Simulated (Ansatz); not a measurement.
Frontier orbitals of `F[SiH2]S[SiH2]F`.

Cartesian coordinates in Å:
```
F 1.482 -0.731 1.857
Si 1.550 -0.200 0.354
S 0.102 -1.179 -0.852
Si -1.542 0.098 -0.428
F -1.538 1.361 -1.403
H 2.879 -0.545 -0.191
H 1.300 1.258 0.392
H -1.459 0.613 0.957
H -2.774 -0.674 -0.687
```

Charge 0, multiplicity 1. Geometry: relaxed with PBE0-D4/def2-TZVP. It is one conformer, not always the lowest. Basis def2-TZVPP, Ansatz 0.2.0.

```json
{"functional": "LDA (SPW92)", "HOMO (eV)": "-7.31", "LUMO (eV)": "-1.53"}
```

Problem. Give HOMO and LUMO (eV) with PBE, revPBE, BLYP, r2SCAN, B97M-V, PBE0, B3LYP, r2SCANh, r2SCAN0, HSE06 (plane-wave form), BHLYP, CAM-B3LYP, LC-ωPBE, ωB97X-V, ωB97M-V, HF. (Best estimate.)

Solution. The calculation gave: 
```
             functional    HOMO   LUMO
                    PBE   -7.17  -1.24
                 revPBE   -7.12  -1.11
                   BLYP   -6.97  -1.06
                 r2SCAN   -7.47  -0.88
                 B97M-V   -7.61  -1.03
                   PBE0   -8.40  -0.37
                  B3LYP   -8.12  -0.55
                r2SCANh   -7.92  -0.58
                r2SCAN0   -8.60  -0.15
HSE06 (plane-wave form)   -8.00  -0.74
                  BHLYP   -9.44   0.57
              CAM-B3LYP   -9.68   0.68
                LC-ωPBE  -11.11   1.82
                ωB97X-V  -10.74   1.71
                ωB97M-V  -10.58   1.43
                     HF  -11.16   2.89
```

B3LYP here is the variant with VWN-RPA as its local correlation; programs differ in this. LC-ωPBE has ω = 0.4 bohr⁻¹. Positive LUMOs are unbound and depend on the basis.
